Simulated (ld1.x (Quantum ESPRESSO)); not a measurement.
# Reading a pseudo-wave (nickel)

Columns: radius, all-electron u(r) and pseudo u(r) of the 4s shell (level -21.45 eV) of nickel in the configuration [Ar] 3d8 4s0 4p0; PBEsol, scalar-relativistic, TM semilocal scheme, ld1.x (Quantum ESPRESSO) 7.5.

```
r (bohr)  all-electron   pseudo
   0.123       -0.1680  -0.0856
   0.245       -0.1082  -0.1554
   0.368        0.1691  -0.1993
   0.490        0.3264  -0.2154
   0.613        0.3277  -0.2133
   0.735        0.2254  -0.2082
   0.858        0.0729  -0.2142
   0.980       -0.0903  -0.2424
   1.103       -0.2460  -0.3019
   1.225       -0.3813  -0.3916
   1.348       -0.4942  -0.4945
   1.470       -0.5822  -0.5822
   1.593       -0.6481  -0.6481
   1.715       -0.6930  -0.6930
   1.838       -0.7203  -0.7203
   1.960       -0.7323  -0.7323
   2.083       -0.7317  -0.7317
   2.205       -0.7210  -0.7210
   2.328       -0.7023  -0.7023
   2.450       -0.6775  -0.6775
   2.573       -0.6481  -0.6481
   2.695       -0.6158  -0.6158
   2.818       -0.5812  -0.5812
   2.940       -0.5458  -0.5458
   3.063       -0.5097  -0.5097
   3.185       -0.4740  -0.4740
```

**Question.** How many radial nodes do the two functions have?

**Answer.** The all-electron 4s function has n − l − 1 = 3 (the table is too coarse to show those close to the nucleus); the pseudo-wave has 0, since the states of the same l below it are removed with the core.

**Question.** At about which radius was the pseudo-wave matched?

**Answer.** 1.45 bohr, where the columns begin to agree (steps of 0.12 bohr).

**Question.** Is the pseudo-wave norm-conserving?

**Answer.** Yes: the TM semilocal scheme keeps the norm inside the radius equal to the all-electron one, which fixes the energy derivative of the logarithmic derivative at the level.
